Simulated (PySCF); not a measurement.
dimethyl carbonate (C3H6O3), SMILES COC(=O)OC. Geometry optimised at PBE0-D3(BJ)/def2-SVP.

All values below come from PySCF 2.14.0 with PBE0-D3(BJ)/def2-SVP.

Harmonic wavenumbers (cm⁻¹): 103, 113, 131, 209, 238, 350, 532, 718, 814, 968, 1072, 1178, 1182, 1195, 1202, 1259, 1376, 1453, 1458, 1459, 1472, 1480, 1502, 1895, 3066, 3067, 3162, 3162, 3204, 3204. Rotational constants (GHz): 10.55, 2.386, 1.995; symmetry number 2.

Work out the zero-point energy and the ideal-gas rigid-rotor harmonic-oscillator thermochemistry at 298.15 K and 1 atm.

ZPE = ½ Σ hcν = ½ × 42225 cm⁻¹ = 252.56 kJ/mol. H − E(el) = 273.25 kJ/mol. Entropy in J/(mol K): translation 164.88, rotation 104.12, vibration 67.47, total 336.47. G − E(el) = 172.93 kJ/mol. Cp = 100.04 J/(mol K). Modes under 150 cm⁻¹ make the vibrational entropy uncertain.
